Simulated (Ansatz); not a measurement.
Mulliken charges of CH6GeTe, SMILES `[CH3][GeH2][TeH]` from r2SCAN/def2-TZVPP in Ansatz (PBE0-D4/def2-TZVP geometry).

```csv
atom,x (Å),y (Å),z (Å),charge (e)
C1,-0.541,0.935,-0.692,-0.265
Ge2,0.398,-0.723,-0.274,0.219
Te3,1.419,-0.637,2.077,-0.176
H4,-0.942,0.891,-1.707,0.086
H5,0.144,1.779,-0.613,0.090
H6,-1.364,1.082,0.007,0.082
H7,1.605,-0.936,-1.205,-0.015
H8,-0.548,-1.932,-0.379,-0.013
H9,-0.082,-0.505,2.770,-0.007
```

**Question.** By hand: the dipole of these point charges (1 e Å = 4.8032 D).

**Answer.** Σ q r = (-0.215, 0.074, -0.440) e Å, of length 0.495 e Å = 2.38 D.

**Question.** How does the dipole of the full density compare? (An estimate is asked.)

**Answer.** The calculation gave: (-0.189, 0.136, -0.213) e Å, 1.52 D; the point charges give 1.57 times that, at 22° from its direction.

Point charges leave out the atoms' own dipoles, such as those of lone pairs, and Mulliken's split depends on the basis, so the two needn't agree.
